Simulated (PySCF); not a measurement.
A species of formula C5H14N2Si has this rotational fingerprint, computed with PBE0/pcSseg-1 in PySCF (dipole) on a GFN2-xTB geometry, gas phase:

```
Rotational constants : A = 3063, B = 1005, C = 831.0 MHz
Dipole components    : |μa| = 0.43 D, |μb| = 0.95 D, |μc| = 0.90 D
Inertial defect      : -59.74 u·Å²
κ                    : -0.84
```

Question: Which candidate fits, each taken in the one conformer that was computed?
A. `[CH3:1]/[CH:2]=[N:3]\[N:4]([SiH3:5])[CH2:6][CH2:7][CH3:8]` with C2–N3–N4–Si5 -10°, N3–N4–C6–C7 -77°, N4–C6–C7–C8 -69°
B. `[CH3:1][C:2]1([Si:3]([CH3:4])([NH2:5])[NH2:6])[CH2:7][CH2:8]1` with C1–C2–Si3–C4 -64°, C2–Si3–N5–H -51° and 174°, C2–Si3–N6–H 72° and -65°
C. `[CH3:1][N:2]([NH:3][SiH3:4])[CH:5]1[CH2:6][CH2:7][CH2:8]1` with C1–N2–N3–Si4 -94°, C1–N2–C5–C6 175°, N2–C5–C6–C7 -129°, C5–C6–C7–C8 12°, C6–C7–C8–C5 -12°, N2–C5–C8–C7 129°
D. `[NH2:1][CH2:2][C@@H:3]1[CH2:4][CH2:5][N:6]([SiH3:7])[CH2:8]1` with H–N1–C2–C3 -61° and 180°, N1–C2–C3–C4 -168°, C2–C3–C4–C5 -142°, C3–C4–C5–N6 37°, C4–C5–N6–Si7 158°, C5–N6–C8–C3 29°

Answer: C. It is CN(N[SiH3])C1CCC1, an asymmetric top, point group C1. The candidates at the same level (rigid rotor, commonest isotopes):

| SMILES | A (MHz) | B (MHz) | C (MHz) | μa (D) | μb (D) | μc (D) | Δ (u·Å²) | point group | rotor |
| --- | --- | --- | --- | --- | --- | --- | --- | --- | --- |
| NC[C@@H]1CCN([SiH3])C1 | 3250 | 938.8 | 786.5 | 0.44 | 0.08 | 0.74 | -51.28 | C1 | asymmetric top |
| CN(N[SiH3])C1CCC1 | 3063 | 1005 | 831.0 | 0.43 | 0.95 | 0.90 | -59.74 | C1 | asymmetric top |
| CC1([Si](C)(N)N)CC1 | 2154 | 1317 | 1226 | 0.03 | 0.20 | 0.09 | -206.01 | C1 | asymmetric top |
| C/C=N\N([SiH3])CCC | 2294 | 1122 | 928.1 | 0.42 | 0.74 | 0.55 | -126.17 | C1 | asymmetric top |

`NC[C@@H]1CCN([SiH3])C1` has B 7 % too low; `CC1([Si](C)(N)N)CC1` has C 47 % too high; `C/C=N\N([SiH3])CCC` has A 25 % too low. No structure here is proved a minimum.
